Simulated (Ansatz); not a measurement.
CH4GeO2S (`[OH][GeH]1[O]C[S]1`). The species carries charge 0 and has multiplicity 1. All single points use the PBE0-D4/def2-TZVP geometry. It is one conformer, not always the lowest.

```xyz
9

O    -0.824   -1.837   -1.185
Ge   -0.501   -0.128   -0.917
O     1.116    0.199   -0.202
C     0.714    0.792    1.013
S    -1.143    0.756    0.998
H    -0.728   -2.357   -0.382
H    -0.769    0.521   -2.274
H     1.083    0.226    1.872
H     1.051    1.829    1.076
```

What is the dipole moment at PBE/def2-TZVPP? (Best estimate.)

Ansatz gave: 0.59 D, with components (0.09, 0.08, 0.57) D in this frame, pointing from negative to positive charge.

And with r2SCAN, B3LYP, ωB97M-V? (An estimate is asked.)

The calculation gave: r2SCAN 0.60 D, B3LYP 0.67 D, ωB97M-V 0.65 D.

Give the Mulliken charges with PBE, r2SCAN, ωB97M-V in def2-TZVPP. (An estimate is asked.)

The calculation gave: 
```
atom    PBE  r2SCAN  ωB97M-V
  O1  -0.35   -0.41    -0.39
 Ge2   0.56    0.65     0.60
  O3  -0.36   -0.44    -0.42
  C4   0.04    0.17    -0.01
  S5  -0.29   -0.31    -0.24
  H6   0.18    0.20     0.18
  H7   0.00    0.01     0.04
  H8   0.10    0.07     0.12
  H9   0.11    0.07     0.13
```

B3LYP here is the variant with VWN-RPA as its local correlation; programs differ in this.
